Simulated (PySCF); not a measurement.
C₂H₆OSi.
Numbering: `[CH2:1]=[CH:2][SiH2:3][OH:4]` (hydrogens: H5, H6 on C1; H7 on C2; H8, H9 on Si3; H10 on O4)

Computed with PBE0-D3(BJ)/def2-SVP geometry optimisation, gas phase (PySCF 2.14.0).

Q: What internal coordinates does the optimisation give?

A: 
```csv
bond,length (Å),order
C1=C2,1.338,double
C2–Si3,1.867,single
Si3–O4,1.669,single
C1–H5,1.096,single
C1–H6,1.096,single
C2–H7,1.099,single
Si3–H8,1.499,single
Si3–H9,1.490,single
O4–H10,0.961,single
```

Orders are formal, as drawn. A selection of angles:
```csv
angle,degrees
C2–C1–H5,122.5
C2–C1–H6,121.1
H5–C1–H6,116.4
C1–C2–Si3,121.9
C1–C2–H7,118.4
Si3–C2–H7,119.6
C2–Si3–O4,110.2
C2–Si3–H8,109.0
C2–Si3–H9,111.6
O4–Si3–H8,111.6
O4–Si3–H9,105.8
H8–Si3–H9,108.7
Si3–O4–H10,116.0
```

Torsions: C1–C2–Si3–O4 9° (synperiplanar); H10–O4–Si3–C2 68° (synclinal). The mirror-image conformer, all signs reversed, is as good.

O4 (silanol oxygen) is bent (angle 116.0°). Of the pairs four or more bonds apart, O4···H6 is among the closest relative to their van der Waals radii: 2.72 Å, 100 % of the sum of Bondi's values. Si3 (oxygen-bound silicon) is distorted tetrahedral (angles from 105.8° to 111.6°).

PBE0-D3(BJ)/def2-SVP frequencies: not computed here. One conformer, not necessarily the lowest (C1–C2–Si3–O4 9°, C2–Si3–O4–H 68°).

On one thread of an Arm Neoverse V1, shared host, this took 21 s of wall time. These figures are those of the optimisation.
